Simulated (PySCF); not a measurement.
Isomers of C4H12Ge2.

All values: wB97X-D/def2-SVPD (PySCF) at PBE0-D3(BJ)/def2-SVP geometries, gas phase, one conformer each. Core orbitals are frozen in the response; Δα² is half the sum of the squared differences of the principal polarisabilities. The calculation is non-relativistic, for germanium too.

(1) Rank by mean static polarisability, highest first.
A. `[CH2:1]=[CH:2][Ge@@H:3]([CH3:4])[CH2:5][GeH3:6]` with C1–C2–Ge3–C4 123°, C2–Ge3–C5–Ge6 59°
B. `[GeH3:1][CH:2]([GeH3:3])[CH:4]1[CH2:5][CH2:6]1` with Ge1–C2–C4–C5 -154°
C. `[GeH3:1][CH2:2][GeH2:3][CH:4]1[CH2:5][CH2:6]1` with Ge1–C2–Ge3–C4 -54°, C2–Ge3–C4–C5 83°
D. `[CH2:1]=[CH:2][CH2:3][CH:4]([GeH3:5])[GeH3:6]` with C1–C2–C3–C4 -115°, C2–C3–C4–Ge5 -60°

(2) Rank by HOMO–LUMO gap, lowest first.
A. `[GeH3:1][GeH2:2][CH:3]1[CH2:4][CH2:5][CH2:6]1` with Ge1–Ge2–C3–C4 -51°, Ge2–C3–C4–C5 103°, C3–C4–C5–C6 14°, C4–C5–C6–C3 -14°, Ge2–C3–C6–C5 -103°
B. `[GeH3:1][CH:2]([GeH3:3])[CH:4]1[CH2:5][CH2:6]1` with Ge1–C2–C4–C5 -154°
C. `[CH2:1]=[CH:2][CH2:3][GeH2:4][CH2:5][GeH3:6]` with C1–C2–C3–Ge4 -103°, C2–C3–Ge4–C5 -50°, C3–Ge4–C5–Ge6 -59°
D. `[GeH3:1][CH2:2][GeH2:3][CH:4]1[CH2:5][CH2:6]1` with Ge1–C2–Ge3–C4 -54°, C2–Ge3–C4–C5 83°

(3) Rank by vertical ionisation energy (ΔSCF), lowest first.
A. `[GeH3:1][CH:2]([GeH3:3])[CH:4]1[CH2:5][CH2:6]1` with Ge1–C2–C4–C5 -154°
B. `[GeH3:1][CH2:2][GeH2:3][CH:4]1[CH2:5][CH2:6]1` with Ge1–C2–Ge3–C4 -54°, C2–Ge3–C4–C5 83°
C. `[CH2:1]=[CH:2][CH2:3][GeH2:4][CH2:5][GeH3:6]` with C1–C2–C3–Ge4 -103°, C2–C3–Ge4–C5 -50°, C3–Ge4–C5–Ge6 -59°
D. `[GeH3:1][GeH2:2][CH:3]1[CH2:4][CH2:5][CH2:6]1` with Ge1–Ge2–C3–C4 -51°, Ge2–C3–C4–C5 103°, C3–C4–C5–C6 14°, C4–C5–C6–C3 -14°, Ge2–C3–C6–C5 -103°

## Answers

(1) D (16.83 Å³), A (16.49 Å³), B (16.16 Å³), C (15.88 Å³).

(2) C (10.54 eV), B (10.94 eV), A (11.09 eV), D (11.66 eV).

(3) C (9.00 eV), A (9.16 eV), D (9.49 eV), B (9.90 eV).

All values together:

```json
{"SMILES": "[GeH3][GeH2][CH]1CCC1", "μ (D)": "1.08", "HOMO (eV)": "-9.41", "LUMO (eV)": "1.68", "α (Å³)": "16.37", "Δα (Å³)": "3.01", "ΔSCF removal energy (eV)": "9.49"}
{"SMILES": "[GeH3][CH]([GeH3])C1CC1", "μ (D)": "0.86", "HOMO (eV)": "-9.16", "LUMO (eV)": "1.78", "α (Å³)": "16.16", "Δα (Å³)": "3.79", "ΔSCF removal energy (eV)": "9.16"}
{"SMILES": "C=CC[CH]([GeH3])[GeH3]", "μ (D)": "0.57", "HOMO (eV)": "-9.40", "LUMO (eV)": "1.67", "α (Å³)": "16.83", "Δα (Å³)": "5.11", "ΔSCF removal energy (eV)": "9.53"}
{"SMILES": "C=[CH][Ge@@H]([CH3])[CH2][GeH3]", "μ (D)": "1.04", "HOMO (eV)": "-9.46", "LUMO (eV)": "1.52", "α (Å³)": "16.49", "Δα (Å³)": "3.77", "ΔSCF removal energy (eV)": "9.55"}
{"SMILES": "[GeH3][CH2][GeH2][CH]1CC1", "μ (D)": "0.66", "HOMO (eV)": "-9.81", "LUMO (eV)": "1.84", "α (Å³)": "15.88", "Δα (Å³)": "3.88", "ΔSCF removal energy (eV)": "9.90"}
{"SMILES": "C=C[CH2][GeH2][CH2][GeH3]", "μ (D)": "0.28", "HOMO (eV)": "-8.87", "LUMO (eV)": "1.67", "α (Å³)": "16.74", "Δα (Å³)": "5.03", "ΔSCF removal energy (eV)": "9.00"}
```

Conformers: `[GeH3:1][GeH2:2][CH:3]1[CH2:4][CH2:5][CH2:6]1` with Ge1–Ge2–C3–C4 -51°, Ge2–C3–C4–C5 103°, C3–C4–C5–C6 14°, C4–C5–C6–C3 -14°, Ge2–C3–C6–C5 -103°; `[GeH3:1][CH:2]([GeH3:3])[CH:4]1[CH2:5][CH2:6]1` with Ge1–C2–C4–C5 -154°; `[CH2:1]=[CH:2][CH2:3][CH:4]([GeH3:5])[GeH3:6]` with C1–C2–C3–C4 -115°, C2–C3–C4–Ge5 -60°; `[CH2:1]=[CH:2][Ge@@H:3]([CH3:4])[CH2:5][GeH3:6]` with C1–C2–Ge3–C4 123°, C2–Ge3–C5–Ge6 59°; `[GeH3:1][CH2:2][GeH2:3][CH:4]1[CH2:5][CH2:6]1` with Ge1–C2–Ge3–C4 -54°, C2–Ge3–C4–C5 83°; `[CH2:1]=[CH:2][CH2:3][GeH2:4][CH2:5][GeH3:6]` with C1–C2–C3–Ge4 -103°, C2–C3–Ge4–C5 -50°, C3–Ge4–C5–Ge6 -59°.

Problem. By how much does the ΔSCF value exceed −ε(HOMO) over the species that have both?

Solution. By -0.01 to 0.14 eV, 0.09 eV on average, over 6 species.
